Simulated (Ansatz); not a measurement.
Computed with Ansatz on PBE0-D4/def2-TZVP structures; ΔE is electronic, products minus reactants. CBS: MP2 limit from def2 TZ/QZ plus the TZ coupled-cluster correction, frozen cores. This one scheme is used for every species. DFT in def2-TZVPP. B3LYP here is the variant with VWN-RPA as its local correlation; programs differ in this. For Ga outer-core shells are correlated without core-valence functions, which leaves a few kJ/mol of doubt a bond. Scalar relativity is left out up to krypton. Each species was taken in one conformer, which may not be the lowest.

Reaction (ligand exchange at a Ga–O bond): `[AlH2][O][GaH2]` + `F[SiH2]N[SiH3]` → `F[SiH2][N]([SiH3])[GaH2]` + `[OH][AlH2]`

| level | ΔE (kcal/mol) | difference from CCSD(T)/CBS |
| --- | --- | --- |
| B3LYP-D4 | 5.2 | 1.7 |
| ωB97X-V | 5.6 | 2.1 |
| ωB97M-V | 4.9 | 1.4 |
| r2SCAN | 5.5 | 2.0 |
| B3LYP | 7.8 | 4.3 |
| HF/def2-TZVPP | 9.6 | 6.1 |
| MP2/def2-TZVPP | 3.9 | 0.4 |
| CCSD/def2-TZVPP | 5.0 | 1.5 |
| HF/def2-QZVPP | 9.8 | 6.3 |
| CCSD/CBS(def2) | 4.2 | 0.7 |
| CCSD(T)/CBS | 3.5 | 0 |

Largest T1 diagnostic among the species: 0.015.

In def2-TZVPP, CCSD(T) changes the Hartree–Fock value by −5.3 kcal/mol (the triples alone add −0.8 kcal/mol) and MP2 by −5.7 kcal/mol. The D4 term adds −2.5 kcal/mol with B3LYP and −1.4 kcal/mol with PBE0; it sums over pairs of atoms, weighted by their polarisabilities, and B3LYP, whose exchange is more repulsive, gets the larger term.
